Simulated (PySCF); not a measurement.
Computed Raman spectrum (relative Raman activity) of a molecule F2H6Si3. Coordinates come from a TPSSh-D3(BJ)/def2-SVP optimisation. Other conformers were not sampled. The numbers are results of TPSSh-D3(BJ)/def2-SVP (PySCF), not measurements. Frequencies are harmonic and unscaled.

Lines under 2 % of the strongest are left out, and lines within 2 cm⁻¹ are merged.

ν (cm⁻¹): 378 (w), 496 (vw), 542 (vw), 938 (w), 947 (w), 2247 (vs), 2254 (w), 2257 (m), 2262 (s) (against the strongest line: vs over 80 %, s over 45 %, m over 15 %, w over 4 %, vw less)

### Question
Identify the compound among the candidates.
A. F[SiH2][Si@H](F)[SiH3]
B. F[Si](F)([SiH3])[SiH3]
C. F[SiH2][SiH2][SiH2]F
D. F[SiH](F)[SiH2][SiH3]

### Answer
B, F[Si](F)([SiH3])[SiH3]
